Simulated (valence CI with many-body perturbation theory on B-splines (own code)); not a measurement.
# E1 line list for Ba⁵⁰⁺

Calculated by relativistic CI+MBPT: four valence electrons over a frozen Dirac-Fock core [He], a basis of 11 s, 11 p, 9 d, 7 f, 5 g, 2 h, 1 i functions for each j, with the one-electron correlation potential Σ1, the two-electron term Σ2, the three-electron term Σ3, Breit, model QED; selected CI, second order for the rest (own B-spline code, finite nucleus).

The last digits are not significant, and no measured levels were compared; by estimate large intervals hold to a few tenths of a per cent, small ones and those within an open d or f shell to about a per cent. Among the levels kept, up to 290 cm⁻¹ of a level comes from second order outside the variational space, and about a tenth of that is noise between levels of different J, which matters for small intervals.

Lines 101 to 150 of 281 in falling wavelength, among levels below 6384.6 eV, chosen from the strongest by gf and those to the six lowest levels. Wavelengths and rates use the calculated energies. Electric multipoles are in the length gauge, E1 and E2 with the static RPA response of the core. Weak lines are less certain than strong ones. Lines between different terms over intervals too small for the method are left out, as are lines whose strength nearly cancels. The highest levels of a list are the least certain.

Levels are named by their leading jj configuration (3d3/2^4 stands for four electrons in 3d with j = 3/2), which in mixed levels can hold well under half, so a name can repeat and another be missing. Letters in brackets count levels of one name in rising energy.

| λ vac (Å) | Upper | Lower | A (s⁻¹) | log gf | Branch % |
| --- | --- | --- | --- | --- | --- |
| 18.05 | (2p1/2^2 2p3/2^2) J=2 | (2s 2p1/2^2 2p3/2) J=2 | 8.02e+11 | -0.71 | 50.2 |
| 17.84 | (2p1/2 2p3/2^3) J=2 | (2s 2p1/2 2p3/2^2) J=3 | 4.73e+11 | -0.95 | 19.9 |
| 12.08 | (2p1/2 2p3/2^3) J=1 | (2s 2p1/2^2 2p3/2) J=1 | 4.10e+10 | -2.57 | 1.6 |
| 2.486 | (2s 2p1/2^2 3s) J=1 | (2s 2p1/2^2 2p3/2) J=1 | 5.10e+12 | -1.85 | 11.8 |
| 2.469 | (2s^2 2p1/2 3p3/2) J=1 | (2s 2p1/2^2 2p3/2) J=1 | 2.52e+12 | -2.16 | 15.4 |
| 2.468 | (2s 2p1/2^2 3s) J=0 | (2s 2p1/2^2 2p3/2) J=1 | 5.41e+13 | -1.31 | 99.8 |
| 2.459 | (2s 2p1/2 2p3/2 3s) J=3 | (2s 2p1/2 2p3/2^2) J=3 | 2.23e+13 | -0.85 | 63.4 |
| 2.455 | (2s 2p1/2 2p3/2 3s) J=2 [a] | (2s 2p1/2 2p3/2^2) J=2 [a] | 2.56e+13 | -0.94 | 61.3 |
| 2.454 | (2s 2p1/2^2 3s) J=1 | (2s 2p1/2^2 2p3/2) J=2 | 3.80e+13 | -0.99 | 87.7 |
| 2.449 | (2s 2p1/2 2p3/2 3s) J=2 [b] | (2s 2p1/2 2p3/2^2) J=3 | 4.18e+13 | -0.73 | 55.8 |
| 2.447 | (2s^2 2p1/2 3s) J=1 | (2s^2 2p1/2 2p3/2) J=2 | 4.81e+13 | -0.89 | 63.6 |
| 2.445 | (2s 2p1/2 2p3/2 3s) J=1 [a] | (2s 2p1/2 2p3/2^2) J=2 [a] | 4.66e+13 | -0.90 | 57.9 |
| 2.442 | (2s^2 2p3/2 3s) J=2 | (2s^2 2p3/2^2) J=2 | 3.11e+13 | -0.86 | 67.9 |
| 2.441 | (2s^2 2p1/2 3s) J=0 | (2s^2 2p1/2 2p3/2) J=1 | 5.97e+13 | -1.27 | 100.0 |
| 2.439 | (2s^2 2p1/2 3s) J=1 | (2s^2 2p1/2 2p3/2) J=1 | 9.48e+12 | -1.60 | 12.5 |
| 2.439 | (2s^2 2p3/2 3s) J=1 | (2s^2 2p3/2^2) J=2 | 5.15e+13 | -0.86 | 54.8 |
| 2.439 | (2s^2 2p1/2 3p3/2) J=1 | (2s 2p1/2^2 2p3/2) J=2 | 1.33e+13 | -1.45 | 81.3 |
| 2.367 | (2s 2p1/2^2 3d3/2) J=1 | (2s 2p1/2^2 2p3/2) J=1 | 5.13e+13 | -0.89 | 78.8 |
| 2.362 | (2s 2p1/2 2p3/2 3d5/2) J=2 [a] | (2s 2p1/2 2p3/2^2) J=1 [a] | 4.81e+13 | -0.70 | 11.3 |
| 2.357 | (2s 2p1/2 2p3/2 3d5/2) J=1 [a] | (2s 2p1/2 2p3/2^2) J=1 [a] | 5.14e+13 | -0.89 | 14.1 |
| 2.352 | (2s 2p1/2 2p3/2 3d5/2) J=3 [b] | (2s 2p1/2 2p3/2^2) J=2 [b] | 2.01e+13 | -0.93 | 5.7 |
| 2.350 | (2s 2p1/2 2p3/2 3d5/2) J=1 [a] | (2s 2p1/2 2p3/2^2) J=0 | 2.09e+14 | -0.28 | 57.5 |
| 2.349 | (2s 2p1/2 2p3/2 3d5/2) J=1 [b] | (2s 2p1/2 2p3/2^2) J=1 [b] | 1.88e+14 | -0.33 | 35.7 |
| 2.348 | (2s 2p1/2 2p3/2 3d3/2) J=1 [c] | (2s 2p1/2 2p3/2^2) J=1 [b] | 5.74e+13 | -0.85 | 38.2 |
| 2.346 | (2s 2p1/2 2p3/2 3d3/2) J=2 [c] | (2s 2p1/2 2p3/2^2) J=2 [b] | 4.23e+13 | -0.76 | 8.0 |
| 2.346 | (2s 2p1/2 2p3/2 3d3/2) J=2 [d] | (2s 2p1/2 2p3/2^2) J=1 [b] | 1.04e+14 | -0.37 | 26.8 |
| 2.346 | (2s 2p1/2 2p3/2 3d5/2) J=0 | (2s 2p1/2 2p3/2^2) J=1 [b] | 4.70e+14 | -0.41 | 79.1 |
| 2.344 | (2s 2p1/2 2p3/2 3d3/2) J=2 [d] | (2s 2p1/2 2p3/2^2) J=2 [b] | 1.50e+14 | -0.21 | 38.6 |
| 2.344 | (2p1/2^2 2p3/2 3p1/2) J=1 | (2s 2p1/2 2p3/2^2) J=1 [b] | 7.29e+13 | -0.74 | 42.7 |
| 2.342 | (2s 2p1/2 2p3/2 3d3/2) J=2 [a] | (2s 2p1/2 2p3/2^2) J=2 [a] | 3.49e+13 | -0.84 | 21.8 |
| 2.342 | (2s 2p1/2^2 3d5/2) J=2 | (2s 2p1/2^2 2p3/2) J=1 | 3.97e+14 | 0.21 | 94.4 |
| 2.342 | (2s 2p1/2 2p3/2 3d3/2) J=1 [a] | (2s 2p1/2 2p3/2^2) J=2 [a] | 5.56e+13 | -0.86 | 45.5 |
| 2.341 | (2s 2p1/2 2p3/2 3d3/2) J=3 [b] | (2s 2p1/2 2p3/2^2) J=3 | 2.02e+13 | -0.93 | 4.9 |
| 2.340 | (2s 2p1/2 2p3/2 3d3/2) J=2 [d] | (2s 2p1/2 2p3/2^2) J=1 [a] | 3.55e+13 | -0.84 | 9.1 |
| 2.339 | (2s 2p1/2 2p3/2 3d3/2) J=1 [d] | (2s 2p1/2 2p3/2^2) J=1 [b] | 8.32e+13 | -0.69 | 17.4 |
| 2.339 | (2s 2p1/2^2 3d3/2) J=1 | (2s 2p1/2^2 2p3/2) J=2 | 1.35e+13 | -1.48 | 20.6 |
| 2.339 | (2s 2p1/2 2p3/2 3d3/2) J=2 [b] | (2s 2p1/2 2p3/2^2) J=3 | 4.76e+13 | -0.71 | 8.7 |
| 2.339 | (2s 2p1/2^2 3p1/2) J=1 | (2s^2 2p1/2 2p3/2) J=2 | 1.55e+12 | -2.42 | 0.4 |
| 2.338 | (2s^2 2p1/2 3d3/2) J=2 | (2s^2 2p1/2 2p3/2) J=2 | 7.51e+13 | -0.51 | 90.5 |
| 2.338 | (2s 2p1/2 2p3/2 3d3/2) J=1 [d] | (2s 2p1/2 2p3/2^2) J=2 [b] | 7.13e+13 | -0.76 | 14.9 |
| 2.337 | (2s 2p1/2^2 3d3/2) J=2 | (2s 2p1/2^2 2p3/2) J=2 | 9.66e+13 | -0.40 | 98.8 |
| 2.337 | (2s 2p1/2 2p3/2 3d5/2) J=1 [b] | (2s 2p1/2 2p3/2^2) J=0 | 8.79e+13 | -0.67 | 16.7 |
| 2.334 | (2s 2p1/2 2p3/2 3d5/2) J=3 [a] | (2s 2p1/2 2p3/2^2) J=3 | 2.95e+13 | -0.77 | 4.3 |
| 2.334 | (2s^2 2p3/2 3p1/2) J=2 | (2s 2p1/2^2 2p3/2) J=1 | 1.86e+12 | -2.12 | 51.8 |
| 2.332 | (2s 2p1/2^2 3p1/2) J=1 | (2s^2 2p1/2 2p3/2) J=1 | 4.13e+12 | -2.00 | 1.2 |
| 2.331 | (2s 2p1/2 2p3/2 3p1/2) J=2 [b] | (2s^2 2p3/2^2) J=2 | 7.66e+12 | -1.51 | 2.8 |
| 2.331 | (2s^2 2p1/2 3d3/2) J=2 | (2s^2 2p1/2 2p3/2) J=1 | 7.64e+12 | -1.51 | 9.2 |
| 2.329 | (2s^2 2p3/2 3d3/2) J=2 | (2s^2 2p3/2^2) J=2 | 9.02e+12 | -1.44 | 3.2 |
| 2.327 | (2s^2 2p1/2 3d3/2) J=1 | (2s^2 2p1/2 2p3/2) J=2 | 1.09e+13 | -1.58 | 2.5 |
| 2.326 | (2s 2p1/2 2p3/2 3d5/2) J=2 [b] | (2s 2p1/2 2p3/2^2) J=3 | 7.01e+13 | -0.55 | 53.6 |
